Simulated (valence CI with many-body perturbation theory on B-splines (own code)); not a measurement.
## Kr XIV: M1 decay

Calculated by relativistic CI+MBPT: five valence electrons over a frozen Dirac-Fock core [Ar], radial functions for each j: 7 s, 7 p, 8 d, 6 f, 4 g, 1 h, with the one-electron correlation potential Σ1 (screened to all orders), the two-electron term Σ2, the three-electron term Σ3, Breit, model QED; selected single and double excitations, second order for the rest (own B-spline code, finite nucleus).

No measured spectrum was set against this ion. As an estimate, terms of the open shell hold to 2 to 4 % of their energy, and close levels can change places. Core correlation moves these levels by up to 9000 cm⁻¹, and in measured spectra 5 to 20 % of such shifts remained as error; rates that hang on mixing are uncertain with them. Only levels of the ground parity were solved; by the run's estimate the other parity begins above the list, which can be wrong where configurations are misplaced.

Lines 1 to 50 of 120 in falling wavelength, among levels below 33.249 eV, chosen from the decays that carry over 1 % of a level's rate. Wavelengths and rates use the calculated energies, so an error of 2000 cm⁻¹ moves a line at 18470 Å by 37 % and its rate by three times that or more. Weak lines are less certain than strong ones. Lines between different terms over intervals too small for the method are left out, as are lines whose strength nearly cancels. Intervals below about 2000 cm⁻¹, as at the head of this list, are uncertain by tens of per cent. Branching is blank where the lifetime is uncertain.

Names give the largest LS component (configuration and term), which can be under half, so a name can repeat, a term be missing and a line seem to break the LS rules; names also repeat where a configuration has a term twice. Letters in brackets count levels of one name in rising energy.

```
λ vac (Å)           Upper           Lower  Type   A (s⁻¹)  Branch %
1.526e+05      3d5 4G_9/2      3d5 4G_7/2    M1  1.24e-02      32.4
1.100e+05      3d5 4G_9/2     3d5 4G_11/2    M1  2.59e-02      67.6
    64070      3d5 4G_7/2      3d5 4G_5/2    M1  1.47e-01      78.6
    43050     3d5 2I_13/2     3d5 2I_11/2    M1  1.41e-01      13.7
    36530      3d5 4P_1/2      3d5 4P_3/2    M1  1.02e+00     100.0
    20720      3d5 4D_5/2      3d5 4D_7/2    M1  2.33e+00       1.9
    20560      3d5 4F_3/2      3d5 4F_5/2    M1  4.30e+00       3.4
    18470      3d5 4F_5/2  3d5 2F_7/2 [a]    M1  4.24e+00       5.9
    17640  3d5 2G_7/2 [a]      3d5 2H_9/2    M1  5.70e-01       1.7
    15920  3d5 2G_9/2 [a]  3d5 2G_7/2 [a]    M1  1.72e+00       1.9
    15550      3d5 4F_7/2      3d5 4F_9/2    M1  2.92e+00       1.2
    12110      3d5 4F_5/2  3d5 2D_3/2 [a]    M1  6.11e+00       8.5
    11130      3d5 2H_9/2      3d5 4F_9/2    M1  7.76e+00       5.1
    10580  3d5 2F_5/2 [a]      3d5 4F_7/2    M1  6.55e+00       2.1
     9631      3d5 4D_1/2      3d5 4P_1/2    M1  2.26e+01      65.1
     9042  3d5 2G_7/2 [a]      3d5 4F_5/2    M1  2.19e+00       6.7
     8671      3d5 4D_7/2      3d5 4P_5/2    M1  1.18e+01      56.9
     8368  3d5 2G_9/2 [a]      3d5 2H_9/2    M1  1.80e+01      20.4
     7622      3d5 4D_1/2      3d5 4P_3/2    M1  1.21e+01      34.8
     7621      3d5 4F_3/2  3d5 2D_3/2 [a]    M1  7.84e+00       6.1
     7048      3d5 4D_5/2      3d5 4P_3/2    M1  3.52e+00       2.8
     6895  3d5 2G_9/2 [a]      3d5 4F_7/2    M1  5.45e+00       6.2
     6826  3d5 2G_7/2 [a]      3d5 4F_9/2    M1  5.30e+00      16.2
     6808      3d5 4F_7/2  3d5 2D_5/2 [a]    M1  1.92e+01       8.0
     6738      3d5 4D_3/2      3d5 4P_3/2    M1  2.01e+01      19.0
     6690      3d5 4D_7/2      3d5 4G_9/2    M1  2.74e+00      13.2
     6662  3d5 2F_5/2 [b]      3d5 4F_3/2    M1  1.50e+01      12.3
     6409      3d5 4D_7/2      3d5 4G_7/2    M1  3.76e+00      18.2
     6330     3d5 2H_11/2      3d5 4F_9/2    M1  3.09e+00          
     6257  3d5 2F_7/2 [b]      3d5 2H_9/2    M1  5.08e+00       6.5
     6113      3d5 4D_5/2      3d5 4P_5/2    M1  8.18e+00       6.6
     6070  3d5 2G_7/2 [a]  3d5 2F_7/2 [a]    M1  1.43e+01      43.6
     5878      3d5 4D_3/2      3d5 4P_5/2    M1  6.31e+00       6.0
     5870  3d5 2F_5/2 [b]      3d5 4F_7/2    M1  1.78e+01      14.7
     5649  3d5 2F_5/2 [a]  3d5 2F_7/2 [a]    M1  3.53e+00       1.1
     5562  3d5 2D_5/2 [a]      3d5 4D_5/2    M1  5.08e+00       1.5
     5031  3d5 2F_5/2 [b]      3d5 4F_5/2    M1  4.70e+00       3.9
     4895      3d5 4D_5/2      3d5 4G_7/2    M1  1.74e+00       1.4
     4868  3d5 2F_5/2 [a]  3d5 2D_3/2 [a]    M1  1.45e+01       4.6
     4777  3d5 2G_9/2 [a]      3d5 4F_9/2    M1  5.46e+00       6.2
     4678  3d5 2F_7/2 [b]      3d5 4F_5/2    M1  1.95e+01      25.0
     4416      3d5 4D_3/2      3d5 4G_5/2    M1  2.73e+00       2.6
     4385  3d5 2D_5/2 [a]      3d5 4D_7/2    M1  4.82e+00       1.4
     4365  3d5 2G_7/2 [a]  3d5 2D_5/2 [a]    M1  8.73e-01       2.7
     4265      3d5 2H_9/2     3d5 2I_11/2    M1  1.11e+01       7.3
     4143  3d5 2F_5/2 [a]  3d5 2D_5/2 [a]    M1  1.14e+02      36.4
     4096  3d5 2F_7/2 [a]      3d5 4D_5/2    M1  5.88e+00       9.4
     4006  3d5 2F_7/2 [b]      3d5 4F_9/2    M1  2.73e+01      35.0
     3733  3d5 2F_7/2 [b]  3d5 2F_7/2 [a]    M1  7.41e+00       9.5
     3579     3d5 2H_11/2     3d5 2I_13/2    M1  3.16e+01
```
